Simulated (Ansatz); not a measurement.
Molecule: C$_{4}$H$_{3}$OSe, net charge 0, doublet state. It need not be the lowest isomer of its formula. 
Structure (B3LYP-D3(BJ)/def2-TZVP (Ansatz, a program for electronic structure) minimum search):
```xyz
9

O     -1.3521    -2.3272    -0.7012
C     -0.6371    -1.3517    -0.4395
C      0.8119    -1.2682    -0.7194
C      1.4060    -0.1282    -0.3611
Se     0.1897     1.1154     0.4359
C     -1.1223    -0.1461     0.1819
H      1.3212    -2.0997    -1.1861
H      2.4427     0.1479    -0.4687
H     -2.1480     0.0123     0.4731
```
Charge 0, spin multiplicity 2.

Quantity: atomisation energy (electronic, to ground-state atoms), in eV. Correlated levels leave the core frozen unless marked. Open shells are spin-unrestricted. Spin-orbit coupling is left out. Frozen are the shells of the preceding noble gas and the d and f shells that filled before the atom's block. No relativistic terms. The coupled-cluster limit lacks core correlation, which all-electron functionals hold. Basis-set limits of correlation are two-point, X^-3; Hartree-Fock from the larger set.

The UHF reference is spin-contaminated (<S^2> 0.32 over the pure value in the largest basis). 

```csv
level,program,atomisation energy (eV)
PBE-D4/def2-TZVPD,Ansatz + dftd4,43.64
r2SCAN-D3(BJ)/def2-TZVPD,Ansatz + dftd3,41.99
r2SCAN0/def2-TZVPD,Ansatz,40.78
B2GP-PLYP/def2-TZVPD,Ansatz,40.69
CCSD/cc-pVTZ,Ansatz,[?]
"CCSD(T)/CBS(cc-pVTZ,cc-pVQZ)",Ansatz,[?]
```

### Question
Fill in the missing entries.

### Answer

- CCSD/cc-pVTZ, atomisation energy (eV): 38.81
- CCSD(T)/CBS(cc-pVTZ,cc-pVQZ), atomisation energy (eV): 41.12
